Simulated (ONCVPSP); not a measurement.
## Cutoff test, neodymium (Nd), ONCV

* Element: Nd (Z = 60)
* Generator: ONCVPSP 4.0.1
* Type: optimised norm-conserving Vanderbilt (ONCV)
* Functional: revPBE
* Relativity: fully relativistic
* Frozen core: [Kr]
* Valence charge: 24
* Reference configuration: 4d10 4f3 5s2 5p6 (charge +3)
* Partial waves: 5s: rc 2.30 bohr, ncon 5, nbas 9, qcut 6.2 1/bohr, 2 projectors, debl 3.4 Ha; 5p: rc 2.70 bohr, ncon 4, nbas 9, qcut 4.7 1/bohr, 2 projectors, debl 2.1 Ha; 4d: rc 1.05 bohr, ncon 4, nbas 9, qcut 13.9 1/bohr, 2 projectors, debl 3.5 Ha; 4f: rc 0.90 bohr, ncon 4, nbas 9, qcut 20.9 1/bohr, local
* Local potential: the f channel
* Core correction: Teter function, fcfact 4, rcfact 1.35

Open shells are filled in proportion to 2j + 1.

In the s channel the program set the typed energies aside and used -2.474, 0.050 Ha. In the p channel the program set the typed energies aside and used -1.726, 0.050 Ha (j = l + 1/2; the other j can differ). In the d channel the program set the typed energies aside and used -5.340, 0.250 Ha (j = l + 1/2; the other j can differ).

Problem. For each optimised wave give the share of its norm inside rc, the residual kinetic energy above qcut (Ha) and the cutoffs (Ha) for errors of 10, 1, 0.1 and 0.01 mHa per electron.

Solution.

```
               wave  norm inside rc  residual KE  10 mHa  1 mHa  0.1 mHa  0.01 mHa
                 5s           0.954      1.4e-06    10.3   13.2     15.6      17.5
      s projector 2           0.093      9.9e-07     9.1   12.7     15.4      17.3
           5p j=3/2           0.952      3.9e-07     4.5    5.8      6.8       7.8
p projector 2 j=3/2           0.129      1.1e-05     4.1    5.5      7.2      11.8
           5p j=1/2           0.965      4.8e-08     5.0    6.5      7.9       8.9
p projector 2 j=1/2           0.145      7.4e-06     4.6    6.2      7.3      10.2
           4d j=5/2           0.896      7.0e-06    64.8   76.9     86.5      95.7
d projector 2 j=5/2           0.017      1.4e-06    48.0   64.7     78.2      88.6
           4d j=3/2           0.904      8.4e-06    65.7   77.7     87.1      96.5
d projector 2 j=3/2           0.017      1.7e-06    49.0   65.8     78.8      89.5
           4f j=7/2           0.537      1.7e-07   136.1  161.1    180.7     195.9
           4f j=5/2           0.544      1.7e-07   136.5  161.5    180.3     196.2
```

The occupied waves need 161 Ha and 181 Ha for 1 and 0.1 mHa. Note: ghosts flagged at negative energy: s at -1170.6 eV, s at -70.0 eV, p3/2 at -539.9 eV, p1/2 at -509.0 eV; no localised positive-energy state flagged. A true bound ghost makes a file unfit for plane-wave use. 4 of 4 tests not solved or not reliable.
